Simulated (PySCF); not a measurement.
A PySCF run on TcI

State: ⁷Σ⁺ (septet), unpaired electrons σ ↑↑, π ↑↑, δ ↑↑.

An equivalent input (the run itself took its basis sets from the Basis Set Exchange, started from a PBE0 density and held the occupation σ 9α 7β, πx 5α 4β, πy 5α 4β, δx 2α 1β, δy 2α 1β):

```python
from pyscf import gto, dft, mp
mol = gto.M(atom='Tc 0 0 0; I 0 0 2.695', basis={'Tc': 'def2-TZVPP', 'I': 'def2-TZVPP'}, ecp={'Tc': 'def2-TZVPP', 'I': 'def2-TZVPP'},
            charge=0, spin=6, verbose=4, symmetry='C2v')
mf = dft.UKS(mol, xc='0.53*HF + 0.47*B88, 0.73*LYP')
mf.grids.atom_grid = (80, 434)
mf.grids.prune = dft.gen_grid.treutler_prune
mf.irrep_nelec = {'A1': (11, 8), 'A2': (2, 1), 'B1': (5, 4), 'B2': (5, 4)}
mf.conv_tol = 1e-9
mf.max_cycle = 60
mf.diis_space = 10
mf.kernel()
pt = mp.MP2(mf, frozen=4).run()
e_total = mf.e_tot + 0.27*pt.e_corr
```

The log (some set-up lines and the per-cycle HOMO/LUMO lines removed):

```
******** <class 'pyscf.dft.uks_symm.SymAdaptedUKS'> ********
method = SymAdaptedUKS
damping factor = 0
level_shift factor = 0
DIIS = <class 'pyscf.scf.diis.CDIIS'>
diis_start_cycle = 1
diis_space = 10
diis_damp = 0
SCF conv_tol = 1e-09
SCF conv_tol_grad = None
SCF max_cycles = 60
number electrons alpha = 23  beta = 17
Set gradient conv threshold to 3.16228e-05
init E= -377.945303685079
cycle= 1 E= -377.948153021867  delta_E= -0.00285  |g|= 0.0223  |ddm|= 0.151
cycle= 2 E= -377.948402048732  delta_E= -0.000249  |g|= 0.0205  |ddm|= 0.0513
cycle= 3 E= -377.948609423077  delta_E= -0.000207  |g|= 0.00421  |ddm|= 0.0248
cycle= 4 E= -377.948634990167  delta_E= -2.56e-05  |g|= 0.00141  |ddm|= 0.0103
cycle= 5 E= -377.948637828548  delta_E= -2.84e-06  |g|= 0.000469  |ddm|= 0.00368
cycle= 6 E= -377.948638206423  delta_E= -3.78e-07  |g|= 0.000165  |ddm|= 0.00142
cycle= 7 E= -377.948638245416  delta_E= -3.9e-08  |g|= 4.94e-05  |ddm|= 0.000532
cycle= 8 E= -377.948638248296  delta_E= -2.88e-09  |g|= 1.33e-05  |ddm|= 0.000124
cycle= 9 E= -377.948638248778  delta_E= -4.82e-10  |g|= 3.25e-06  |ddm|= 6.1e-05
Extra cycle  E= -377.948638248801  delta_E= -2.33e-11  |g|= 2.38e-06  |ddm|= 9.11e-06
converged SCF energy = -377.948638248801  <S^2> = 12.004943  2S+1 = 7.0014121
```

Repeating this along the bond gives Re = 2.699 Å and ωe = 193 cm⁻¹.

A point of this curve took 5.5 CPU seconds beside 1.2 for the integrals (shared host).

Correlated steps freeze 4 core orbitals. Spin–orbit coupling is left out. B2PLYP dipoles, levels and charges come from its SCF part alone. With d or f electrons several states lie close, and the lowest PBE0 determinant need not be the measured ground state.
